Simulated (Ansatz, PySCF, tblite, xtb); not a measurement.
Bond stretch in Cl₅W, SMILES [Cl][W]([Cl])([Cl])([Cl])[Cl], doublet. The W1–Cl6 bond (W1 also carries Cl, Cl, Cl, Cl; Cl6 carries nothing else) is pulled apart rigidly from the PBE0/def2-TZVP, def2 effective core potentials past Kr optimised geometry.

Methods: GFN1-xTB (xtb); UKS-B3LYP/LANL2DZ = unrestricted B3LYP/LANL2DZ, with its core potentials past Ne in PySCF 2.14.0; GFN2-xTB, 300 K electronic temperature (tblite); UKS-PBE0 = unrestricted PBE0/def2-TZVP, def2 effective core potentials past Kr (Ansatz, a quantum-chemistry and plane-wave program).

Energies relative to the lowest point of each curve near equilibrium, in kcal/mol; the last columns give the difference from UKS-PBE0:

```
R / Å  GFN1-xTB  UKS-B3LYP/LANL2DZ  GFN2-xTB  UKS-PBE0  GFN1-xTB − UKS-PBE0  UKS-B3LYP/LANL2DZ − UKS-PBE0  GFN2-xTB − UKS-PBE0
-----  --------  -----------------  --------  --------  -------------------  ----------------------------  -------------------
1.86       67.3               74.9      35.7      55.5                 11.8                          19.4                -19.8
1.98       20.8               33.3      12.1      21.4                 -0.5                          11.9                 -9.2
2.12        2.9                9.3       1.8       3.7                 -0.9                           5.6                 -2.0
2.18        0.7                4.2       0.3       0.9                 -0.2                           3.3                 -0.6
2.24        0.0                1.2       0.0       0.0                  0.0                           1.2                  0.0
2.29        0.2                0.0       0.4       0.5                 -0.3                          -0.5                  0.0
2.41        3.1                0.8       3.2       4.7                 -1.7                          -3.9                 -1.6
2.56       10.2                6.5       9.0      14.0                 -3.7                          -7.4                 -5.0
2.69       18.0               13.8      15.2      23.5                 -5.5                          -9.8                 -8.4
2.93       33.7               29.0      27.9      41.7                 -8.1                         -12.7                -13.8
3.28       55.1               48.5      45.5      63.8                 -8.7                         -15.3                -18.3
3.71       74.2               64.0      62.5      78.0                 -3.8                         -14.0                -15.5
4.15       86.7               69.4      72.9      84.0                  2.7                         -14.7                -11.1
4.75       95.3               72.3      78.7      86.2                  9.1                         -13.9                 -7.5
5.46       99.2               73.2      80.8      86.9                 12.4                         -13.7                 -6.1
6.50      101.3               73.5      81.7      87.2                 14.1                         -13.7                 -5.5
```

GFN1-xTB is furthest from UKS-PBE0 at 6.50 (14.1 kcal/mol, above); its mean absolute difference over the points is 5.2 kcal/mol.

UKS-B3LYP/LANL2DZ is furthest from UKS-PBE0 at 1.86 (19.4 kcal/mol, above); its mean absolute difference over the points is 10.1 kcal/mol.

GFN2-xTB is furthest from UKS-PBE0 at 1.86 (-19.8 kcal/mol, below); its mean absolute difference over the points is 7.8 kcal/mol.

The unrestricted determinant behind UKS-B3LYP/LANL2DZ is spin-contaminated at 3.28 to 6.50 Å (<S²> up to 1.6, against 0.75 for a pure doublet). The unrestricted determinant behind UKS-PBE0 is spin-contaminated at 3.28 to 6.50 Å (<S²> up to 1.8, against 0.75 for a pure doublet).
